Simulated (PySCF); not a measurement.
Structure problem from calculated spectra and properties.

Elements present: C, H, P and S. Monoisotopic mass: 168.0291 u.

| Quantity | Value |
| --- | --- |
| Polarisability | 135.5 au [wB97X-D/def2-SVPD] |
| Valence photoelectron | vertical ionisation energy: 8.06 eV [ΔSCF wB97X-D/def2-SVPD] |
| Triplet | lowest triplet excitation (Tamm–Dancoff): 4.31 eV [TDA wB97X-D/def2-SVPD] |
| UV, first state | lowest singlet excitation: 5.09 eV (244 nm, f = 0.020) [TDDFT wB97X-D/def2-SVPD] |
| 1H NMR | chemical shifts (computed TMS as zero) by class: 2.97 (2 H), 1.78 (1 H), 1.55 (1 H), 1.54 (1 H), 1.06 (3 H), 1.01 (3 H), 1.01 (3 H) ppm [GIAO CAM-B3LYP/pcSseg-1] |
| 13C NMR | chemical shifts (computed TMS as zero) by class: 34.1 (1 C), 30.8 (1 C), 16.3 (1 C), 14.8 (1 C), 10.0 (1 C) ppm [GIAO CAM-B3LYP/pcSseg-1] |
| NMR, other nuclei | isotropic shieldings of nuclei other than C and H, by class: 253 (1 P), 419 (1 P), 679 (1 S) ppm [GIAO CAM-B3LYP/pcSseg-1] |
| Rotational structure | rotational constants A, B, C: 1.118, 1.005, 0.912 GHz [PBE0-D3(BJ)/def2-SVP] |

The electronic properties come from PySCF, for the isolated species, density fitting. Levels stand in brackets. NMR shifts are as computed; neighbouring signals can stand in another order in a measured spectrum. Geometry: PBE0-D3(BJ)/def2-SVP, one conformer, isolated molecule. NMR classes are plain means over equivalent atoms (diastereotopic ones count apart unless rotation or inversion swaps them), as if these changed places fast.

**Question.** Which formula fits the mass and the elements?

**Answer.** C5H14P2S (calculated 168.0291). No other formula that holds each of these elements comes within 0.0003 u with a fitting electron parity and a possible valence count.

**Question.** What is the compound? Reason from the data.

**Answer.** Numbering: `[CH3:1][CH2:2][P@@:3]([PH2:4])(=[S:5])[CH:6]([CH3:7])[CH3:8]`. 5 carbons fall into 5 classes; from least to most shielded: sp3 carbon bound to phosphorus [C2] (34.1 ppm), sp3 carbon bound to phosphorus [C6] (30.8 ppm), methyl carbon [C8] (16.3 ppm), methyl carbon [C7] (14.8 ppm), methyl carbon [C1] (10.0 ppm). Hydrogen classes from least to most shielded: 2 H on a three-coordinate phosphorus, P4 (2.97 ppm), 1 H on an sp3 carbon bound to phosphorus, C2 (1.78 ppm), 1 H on an sp3 carbon bound to phosphorus, C6 (1.55 ppm), 1 H on an sp3 carbon bound to phosphorus, C2 (1.54 ppm), 3 H on a methyl carbon, C8 (1.06 ppm, a mean of values up to 1.1 ppm apart in this geometry), 3 H on a methyl carbon, C7 (1.01 ppm, a mean of values up to 0.8 ppm apart in this geometry), 3 H on a methyl carbon, C1 (1.01 ppm). The other shieldings belong to: 253 ppm, phosphorus bonded to 2 C, P and S [P3]; 419 ppm, three-coordinate phosphorus [P4]; 679 ppm, sulfur bonded to P [S5]. The first electron is taken from the HOMO, whose largest Löwdin shares are 0.66 on the sulfur bonded to P, 0.16 on the three-coordinate phosphorus and 0.11 on the phosphorus bonded to 2 C, P and S. The optimised geometry has point group C1 and is an asymmetric top. Structure: `CC[P@@](P)(=S)C(C)C`. Computed isomers that give other values at the same levels: `CC(C)(C)[P@](C)(P)=S` (rotational constant A: 1.252 GHz; this holds for the one conformer computed); `CCC[P@@](P)(=S)CC` (smallest rotational constant: 0.728 GHz; this holds for the one conformer computed). The assignments are read from this structure; whether some other isomer fits the data as well wasn't checked. The mirror image fits equally.

Conformer computed: `[CH3:1][CH2:2][P@@:3]([PH2:4])(=[S:5])[CH:6]([CH3:7])[CH3:8]`: C1–C2–P3–P4 57°, C2–P3–C6–C7 -62°, H–P4–P3–C2 161°, H–P4–P3–C2 69°.
